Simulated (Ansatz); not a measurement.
CH9BO2Si2 (`CB(O[SiH3])O[SiH3]`) from Hartree–Fock to CCSD(T)

```xyz
15

C    -1.885   -1.184   -1.117
B    -0.688   -0.453   -0.417
O     0.374   -1.175    0.045
Si    1.712   -1.041    0.986
O    -0.742    0.905   -0.277
Si    0.172    2.207    0.123
H    -1.714   -2.253   -1.245
H    -2.092   -0.738   -2.095
H    -2.798   -1.049   -0.527
H     1.551    0.057    1.977
H     2.900   -0.771    0.139
H     1.889   -2.326    1.704
H    -0.248    3.337   -0.740
H    -0.045    2.557    1.548
H     1.615    1.926   -0.104
```

Charge 0, multiplicity 1. Geometry: relaxed with PBE0-D4/def2-TZVP. It is one conformer, not always the lowest. Frozen core, restricted reference, Ansatz 0.2.0. CBS rows extrapolate triple and quadruple zeta; past MP2 they add the triple-zeta difference.

```
     basis     HF (Eh)  MP2 corr.
def2-TZVPP  -795.70398   -0.98867
def2-QZVPP  -795.73358   -1.06319
```

Task: Estimate the CCSD correlation energy and the (T) correction in each basis where they were run (hartree).

Result: 
| basis | CCSD corr. | (T) |
| --- | --- | --- |
| def2-TZVPP | -1.04939 | -0.03700 |
| CBS(def2) | -1.17910 | as TZ |
